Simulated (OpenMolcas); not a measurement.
## Cu5+: effect of the IPEA shift

```yaml
Program: OpenMolcas 26.06
Basis: ANO-RCC-VTZP [6s5p3d2f1g]
Scalar_Hamiltonian: DKH2, point nucleus
Active_space: 6 electrons in 5 orbitals (3d)
State_averaging: 2S+1 = 5 even, 5 roots; 2S+1 = 3 even, 45 roots kept (CI in the orbitals of an earlier block); 2S+1 = 1 even, 50 roots kept (CI in the orbitals of an earlier block)
Spin-orbit_coupling: RASSI with atomic mean-field integrals over the reference wave functions, term energies averaged over their components
```

Methods on the same reference wave functions:
A. CASSCF
B. MS-CASPT2, IPEA 0 Eh, imaginary shift 0.1 Eh (closed shells correlated: 3s 3p)
C. MS-CASPT2, IPEA 0.25 Eh, imaginary shift 0.1 Eh (closed shells correlated: 3s 3p)

Energies in cm-1 above 3d6 5D4, the measured ground level; measured values from Sugar and Musgrove, J. Phys. Chem. Ref. Data 19, 527 (1990).

```json
{"Level": "3d6 5D4", "A": "0.0", "B": "0.0", "C": "0.0", "Measured": "0.0"}
{"Level": "3d6 5D3", "A": "1141", "B": "1149", "C": "1148", "Measured": "1196"}
{"Level": "3d6 5D2", "A": "1919", "B": "1915", "C": "1916", "Measured": "1987"}
{"Level": "3d6 5D1", "A": "2415", "B": "2400", "C": "2400", "Measured": "2490"}
{"Level": "3d6 5D0", "A": "2657", "B": "2640", "C": "2640", "Measured": "2733"}
{"Level": "3d6 3H6", "A": "32707", "B": "30950", "C": "31350", "Measured": "30418"}
{"Level": "3d6 3H5", "A": "33250", "B": "31430", "C": "31830", "Measured": "31009"}
{"Level": "3d6 3H4", "A": "33600", "B": "31620", "C": "32030", "Measured": "31288"}
{"Level": "3d6 3P2(1)", "A": "35475", "B": "29080", "C": "29710", "Measured": "29285"}
{"Level": "3d6 3F4(1)", "A": "37316", "B": "32900", "C": "33440", "Measured": "32756"}
{"Level": "3d6 3F3(1)", "A": "37979", "B": "33350", "C": "33940", "Measured": "33296"}
{"Level": "3d6 3F2(1)", "A": "38496", "B": "33770", "C": "34370", "Measured": "33740"}
{"Level": "3d6 3P1(1)", "A": "38828", "B": "32430", "C": "33060", "Measured": "32685"}
{"Level": "3d6 3P0(1)", "A": "40062", "B": "33660", "C": "34290", "Measured": "33868"}
{"Level": "3d6 3G5", "A": "41349", "B": "37860", "C": "38280", "Measured": "37378"}
{"Level": "3d6 3G4", "A": "42486", "B": "38890", "C": "39330", "Measured": "38469"}
{"Level": "3d6 3G3", "A": "42884", "B": "39260", "C": "39700", "Measured": "38907"}
{"Level": "3d6 1I6", "A": "49538", "B": "47720", "C": "47890", "Measured": "46406"}
{"Level": "3d6 1G4(1)", "A": "52548", "B": "48850", "C": "49150", "Measured": "47612"}
{"Level": "3d6 3D1", "A": "53361", "B": "47070", "C": "47640", "Measured": "46848"}
{"Level": "3d6 3D2", "A": "53362", "B": "47020", "C": "47580", "Measured": "46714"}
{"Level": "3d6 3D3", "A": "53702", "B": "47400", "C": "47970", "Measured": "47119"}
{"Level": "3d6 1S0(1)", "A": "60956", "B": "54270", "C": "54930", "Measured": "53787"}
{"Level": "3d6 1D2(1)", "A": "64950", "B": "56040", "C": "56390", "Measured": "54747"}
```

Deviations, from unrounded energies. A percentage is the sum of absolute deviations over the sum of measured energies, with the sign that they share, or ± where signs differ.

| Against measurement | Levels | A | B | C |
| --- | --- | --- | --- | --- |
| mean absolute deviation (cm-1) | 23 | 4200 | 390 | 730 |
| fine structure of the ground term (%) | 4 | -3.2 | -3.6 | -3.5 |
| other terms of the ground configuration (%) | 19 | +12.9 | ±1.1 | +2.2 |

B lies closest to measurement on these levels and A furthest from it. The largest miss of B in the table is 3d6 1I6, by +1300 cm-1. The ranking rests on the paired levels alone, and a cruder setting can come out closer through cancelling errors.

Between B and C the level of the table that moves most is 3d6 1S0(1), by 660 cm-1 (lowest in B, highest in C). Moves below CASPT2's spread within the term are not significant.

The mean deviations of B to C differ by less than CASPT2's widest spread within a term (1100 cm-1), so their order carries little weight.

From A to B the spin-free energies of the other terms of 3d6 shown, above 5D, scale by factors of 0.82 to 0.96, as is usual when dynamic correlation screens the repulsion within a d or f shell.

The lowest spin-free term lies below A's lowest term by 0.460 hartree in B, 0.455 hartree in C.

Term energies are means over components that CASPT2 splits; among the terms shown or strongly mixed into the levels shown the widest spread is 1100 cm-1 (3d6 1I, C). Terms from blocks run as CI alone lack orbitals of their own. The CASPT2 spread within a term exceeds the gap to the next term for 3d6 3D and 3d6 1I, so the order of their levels is uncertain (figures for B; the like holds for C). Without dynamic correlation excited terms often stand tens of per cent too high (terms of higher spin than the ground term too low), and those without a measured partner can miss by more than the paired ones (holds for A). Some levels mix across a computed gap that differs much from the measured one, so their mixing is not that of the real levels (holds for A). Computed and measured levels are paired by configuration, term and J; levels that our copy of the source lacks, or whose pairing is in doubt (as where it misses far off the trend of its configuration), stay unpaired and out of the deviations. Only configurations of the active space appear. Levels that lie high or do not pair safely by name in every column are left out.

A number in round brackets counts repeated terms of one configuration in the order of the reference energies.
